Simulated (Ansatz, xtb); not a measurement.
## C3H2ClF3O: which of two isomers lies lower

Structure a is `O=C(Cl)CC(F)(F)F`, a singlet and structure b is `FC(F)(F)O/C=C\Cl`, a singlet. Both are isolated molecules in the gas phase, relaxed with PBE0-D3(BJ)/def2-SVP, each in the lowest conformer that the search found.

Question: Estimate E(b) − E(a) at the level CCSD(T)/def2-SVP + ΔMP2/def2-TZVPP.

Answer: Calculated at CCSD(T)/def2-SVP + ΔMP2/def2-TZVPP: E(b) − E(a) = +0.975 eV, so structure a lies lower.

Level by level:

| level | geometry | E(b) − E(a) (eV) | departure from the last row (eV) | job, with rough time for the two |
| --- | --- | --- | --- | --- |
| GFN2-xTB | GFN2-xTB | +0.383 | −0.592 | optimisation, 0.2 s |
| HF/STO-3G | GFN2-xTB | +0.872 | −0.103 | single point, 0.78 s |
| r2SCAN-D4/def2-SVP | GFN2-xTB | +1.103 | +0.128 | single point, 4.8 s |
| PBE0-D3(BJ)/def2-SVP | PBE0-D3(BJ)/def2-SVP | +1.012 | +0.037 | optimisation, 89 s |
| HF/def2-SVP | PBE0-D3(BJ)/def2-SVP | +0.883 | −0.092 | part of the CCSD(T) run |
| MP2/def2-SVP | PBE0-D3(BJ)/def2-SVP | +1.157 | +0.182 | part of the CCSD(T) run |
| CCSD(T)/def2-SVP | PBE0-D3(BJ)/def2-SVP | +1.066 | +0.091 | single point |
| CCSD(T)/def2-SVP + ΔMP2/def2-TZVPP | PBE0-D3(BJ)/def2-SVP | +0.975 |  | single point, 92 s |

As drawn, b has 2 C–O, 1 C=C in place of 1 C=O, 2 C–C.

The levels shown agree on the order. The largest departure from CCSD(T)/def2-SVP + ΔMP2/def2-TZVPP is that of GFN2-xTB, 0.592 eV. The last row adds to CCSD(T) the change of the MP2 difference between the two basis sets, here −0.091 eV.

With thermal terms from frequencies at re-optimised GFN2-xTB minima (ideal gas, soft modes damped towards free rotors, one conformer each, 298.15 K, 1 atm): the zero-point term adds −0.011 eV; ΔH is +0.962 and ΔG +0.959 eV.

The correlated steps freeze 12 core orbitals. Programs: Ansatz 0.2.0, xtb 6.7.1; the last row on 2 threads of Intel(R) Xeon(R) Processor @ 2.70GHz on a shared host.
